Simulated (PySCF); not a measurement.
C4H10NSi2 (doublet state).
Atom-mapped SMILES: `[CH2:1]=[CH:2]/[C:3]=[CH:4]/[N:5]([SiH3:6])[SiH3:7]` (hydrogens: H8, H9 on C1; H10 on C2; H11 on C4; H12, H13, H14 on Si6; H15, H16, H17 on Si7)

Method used: PBE0-D3(BJ)/def2-SVP geometry optimisation, gas phase in PySCF 2.14.0.

Task: What internal coordinates does the optimisation give?

Result: 
| bond | length (Å) | order |
| --- | --- | --- |
| C1=C2 | 1.391 | double |
| C2–C3 | 1.359 | single |
| C3=C4 | 1.315 | double |
| C4–N5 | 1.409 | single |
| N5–Si6 | 1.757 | single |
| N5–Si7 | 1.764 | single |
| C1–H8 | 1.092 | single |
| C1–H9 | 1.092 | single |
| C2–H10 | 1.100 | single |
| C4–H11 | 1.102 | single |
| Si6–H12, Si6–H13, Si6–H14 | 1.493 | single |
| Si7–H15, Si7–H16, Si7–H17 | 1.493 | single |

Bonds in one row agree within 0.01 Å and their mean is given. Orders are formal, as drawn. A selection of angles:
| angle | degrees |
| --- | --- |
| C2–C1–H8 | 120.6 |
| C2–C1–H9 | 120.9 |
| H8–C1–H9 | 118.5 |
| C1–C2–C3 | 125.4 |
| C1–C2–H10 | 117.4 |
| C3–C2–H10 | 117.2 |
| C2–C3–C4 | 176.5 |
| C3–C4–N5 | 126.1 |
| C3–C4–H11 | 118.5 |
| N5–C4–H11 | 115.4 |
| C4–N5–Si6 | 118.3 |
| C4–N5–Si7 | 116.1 |
| Si6–N5–Si7 | 125.4 |
| N5–Si6–H12 | 112.3 |
| N5–Si6–H13 | 107.8 |
| N5–Si6–H14 | 109.1 |
| H12–Si6–H13 | 109.3 |
| H12–Si6–H14 | 107.7 |
| H13–Si6–H14 | 110.6 |
| N5–Si7–H15 | 110.3 |
| N5–Si7–H16 | 106.6 |
| N5–Si7–H17 | 111.1 |
| H15–Si7–H16 | 110.3 |

Torsions: C3–C4–N5–Si6 -174° (antiperiplanar). The mirror-image conformer, all signs reversed, is as good.

N5 (nitrogen bonded to C and 2 Si) is planar (angles 125.4°, 118.3° and 116.1°, sum 359.8°, 0.04 Å off the plane of its three neighbours). C4 (carbon bonded to C, N and H) is planar (angles 126.1°, 118.5° and 115.4°, sum 360.0°, 0.01 Å off the plane of its three neighbours). C1 (carbon bonded to C and 2 H) is planar (angles 120.9°, 120.6° and 118.5°, sum 360.0°, 0.00 Å off the plane of its three neighbours). Si6 (silicon bonded to N and 3 H) is tetrahedral (angles from 107.7° to 112.3°). The 3 C–C bonds span 1.315 Å (C3=C4, drawn double in a drawing that doesn't fit all lengths) to 1.391 Å (C1=C2, drawn double in a drawing that doesn't fit all lengths), a spread of 0.076 Å. Of the pairs four or more bonds apart, C2···Si7 is among the closest relative to their van der Waals radii: 3.86 Å, 102 % of the sum of Bondi's values. Si7 (silicon bonded to N and 3 H) is tetrahedral (angles from 106.6° to 111.1°).

Point group: C1 (no symmetry element, even within 0.4 Å). Whether it is a minimum is left open (no frequencies). ⟨S²⟩ = 0.791 (exact for a doublet: 0.75).
